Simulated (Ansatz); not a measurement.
Ansatz results at the PBE0-D4/def2-TZVP geometry: HOMO–LUMO gap (PBE/def2-TZVPP) 4.69 eV; size of the dipole moment (B3LYP/def2-TZVPP) 0.73 D; size of the dipole moment (PBE/def2-TZVPP) 0.76 D.

Each molecule was computed in one conformer, which needn't be the lowest.

Which molecule gave them?
A. `C[CH2][Al]([Cl])[Br]`
B. `C[CH](C)[Al]([NH2])[CH](C)C`
C. `[NH2][Al]([SH])[Cl]`
D. `C[CH2][Al]([CH2]C)[CH2]C`

B. The others give `C[CH2][Al]([CH2]C)[CH2]C`: 4.50, 0.00, 0.00; `[NH2][Al]([SH])[Cl]`: 5.06, 2.85, 2.84; `C[CH2][Al]([Cl])[Br]`: 5.22, 2.09, 2.07.

B3LYP here is the variant with VWN-RPA as its local correlation; programs differ in this.
